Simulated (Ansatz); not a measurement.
Consider the isomerisation: `C[O][GeH]([OH])[OH]` → `OC(O)[O][GeH3]`.

Computed with Ansatz on PBE0-D4/def2-TZVP structures; ΔE is electronic, products minus reactants. CBS: MP2 limit from def2 TZ/QZ plus the TZ coupled-cluster correction, frozen cores. Functionals use def2-TZVPP. B3LYP here is the variant with VWN-RPA as its local correlation; programs differ in this. For Ge outer-core shells are correlated without core-valence functions, which leaves a few kJ/mol of doubt a bond. Scalar relativity is left out up to krypton. Each species was taken in one conformer, which may not be the lowest.

| level | ΔE (kcal/mol) |
| --- | --- |
| ωB97X-V | 35.2 |
| PBE0 | 33.9 |
| B3LYP | 36.5 |
| HF/def2-TZVPP | 37.6 |
| MP2/def2-TZVPP | 40.8 |
| CCSD(T)/def2-TZVPP | 37.7 |
| HF/def2-QZVPP | 38.1 |
| CCSD/CBS(def2) | 38.8 |

Q: What does CCSD(T)/CBS give? (An estimate is asked.)

A: Ansatz gave: +38.6 kcal/mol. The listed levels differ from it by -3.4, -4.7, -2.1, -1.0, 2.2, -0.9, -0.5, 0.2 kcal/mol.

Largest T1 diagnostic among the species: 0.012.
